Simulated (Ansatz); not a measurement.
Basis-set extrapolation for `O=CS[SiH2]O` (PBE0-D4/def2-TZVP geometry, frozen core, Ansatz 0.2.0). Multiplicity 1, RHF reference.

```csv
,def2-TZVPP,def2-QZVPP
HF,-876.563897,-876.593094
MP2 correlation,-0.924011,-0.998081
CCSD(T) correlation,-0.997714,not run
```

Energies in hartree. Use E(X) = E(∞) + A·exp(−7.88·√X) for Hartree–Fock and E(X) = E(∞) + B·X^(−2.97) for correlation, with X = 3 and 4, and add CCSD(T) minus MP2 of the smaller set to the MP2 limit.

Problem. What is the CCSD(T) energy at the basis-set limit?

Solution. HF limit: -876.593094 + (-0.029197) × 0.13774 = -876.59712. MP2 limit: -0.998081 + (-0.074070) × 0.74074 = -1.05295. Higher-order term: -0.997714 − (-0.924011) = -0.07370. Total: -877.72377 hartree, 425.7 kJ/mol below CCSD(T)/def2-TZVPP.
